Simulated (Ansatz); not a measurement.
`BC` + ethylmethylamine → `BN(C)CC` + CH₄ at 298.15 K and 1 bar (ligand exchange at a B–C bond).

Computed with Ansatz on PBE0-D4/def2-TZVP structures; ΔE is electronic, products minus reactants. CBS: MP2 limit from def2 TZ/QZ plus the TZ coupled-cluster correction, frozen cores. This one scheme is used for every species. One conformer a species, not always the lowest.

| species | CCSD(T)/CBS energy (Eh) | H − E (kJ/mol) | S (J/(mol·K)) |
| --- | --- | --- | --- |
| `BC` | -65.83255 | 158.6 | 247.5 |
| `CCNC` | -174.26710 | 335.0 | 303.0 |
| `BN(C)CC` | -199.69839 | 370.4 | 323.3 |
| CH₄ | -40.46206 | 127.4 | 186.2 |

H − E and S are ideal-gas, rigid-rotor, harmonic terms from PBE0-D4/def2-TZVP, for one conformer and one mirror image of each species. 1 Eh = 2625.50 kJ/mol, R = 8.31446 J/(mol·K).

By hand: ΔE, ΔH, ΔS and ΔG.

ΔE = (-199.69839) + (-40.46206) − (-65.83255) − (-174.26710) = -0.06080 Eh = -159.6 kJ/mol. Δ(H − E) = 370.4 + 127.4 − 158.6 − 335.0 = 4.2, so ΔH = -155.4 kJ/mol. ΔS = 323.3 + 186.2 − 247.5 − 303.0 = -41.0 J/(mol·K). ΔG = -155.4 − 298.15 × (-41.0)/1000 = -143.2 kJ/mol.

By hand: the equilibrium constant, and the temperature at which ΔG would vanish if ΔH and ΔS stayed fixed.

log₁₀ K = −ΔG/(RT ln 10) = 25.1. ΔG = 0 at ΔH/ΔS = 3790 K, far beyond where these terms or the molecules hold.

ΔH outweighs TΔS. A doubt of 5 kJ/mol in ΔE shifts log₁₀ K by 0.9 here. Other conformers and mirror images would add mixing entropy, several J/(mol·K) or more a flexible species. These are equilibria of isolated gas molecules and say nothing of rates. Largest T1 diagnostic: 0.012 (customary marks: 0.02 for closed shells, 0.045 for open ones).
